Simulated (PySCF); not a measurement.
Species: C5H10Si.
Atom-mapped SMILES: `[CH2:1]=[C:2]([CH3:3])[C@@H:4]1[CH2:5][SiH2:6]1` (hydrogens: H7, H8 on C1; H9, H10, H11 on C3; H12 on C4; H13, H14 on C5; H15, H16 on Si6)

Geometry (GFN2-xTB, Å), atoms numbered from 1 in this order:
```xyz
16
C5H10Si angstrom
C     -1.6442    0.8380   -1.2175
C     -0.8379    0.1553   -0.4086
C     -1.3889   -0.6808    0.7076
C      0.6203    0.2212   -0.5657
C      1.5485   -0.8929   -0.0567
Si     1.7946    0.7297    0.8511
H     -2.7145    0.8237   -1.1038
H     -1.2601    1.4377   -2.0256
H     -0.9272   -0.4124    1.6566
H     -2.4642   -0.5448    0.7891
H     -1.1917   -1.7371    0.5251
H      0.9028    0.6104   -1.5391
H      1.0711   -1.7229    0.4434
H      2.2828   -1.2390   -0.7714
H      1.2639    0.8661    2.1950
H      2.9372    1.5569    0.5091
```

The closed-shell ground state was solved at several levels (PySCF, density fitting, gas phase, non-relativistic).

```csv
level,basis functions,total energy (Eh),HOMO (eV),LUMO (eV),gap (eV),dipole (D)
CAM-B3LYP/def2-SVPD,204,-485.6351,-7.34,0.84,8.18,0.89
PBE0/pcSseg-1,159,-485.5761,-6.12,-0.03,6.09,0.79
```

Problem. What might PBE0/def2-SVPD (204 basis functions) give for the same quantities?

Solution. Total energy -485.3927 Eh, HOMO -6.12 eV, LUMO -0.13 eV, gap 5.99 eV, dipole 0.79 D.

Problem. Over all these levels, which gives the widest orbital gap and which the narrowest?

Solution. CAM-B3LYP/def2-SVPD (range-separated hybrid) has the widest, 8.18 eV, and PBE0/def2-SVPD (global hybrid, 25 % exact exchange) the narrowest, 5.99 eV. The two share the basis. From the narrowest to the widest the HOMO moves by -1.22 eV and the LUMO by +0.97 eV.

Problem. How far do the dipole and the HOMO energy spread over the levels?

Solution. The dipole runs from 0.79 to 0.89 D (mean 0.82 D) and the HOMO from -7.34 to -6.12 eV.

One conformer stands for the species.
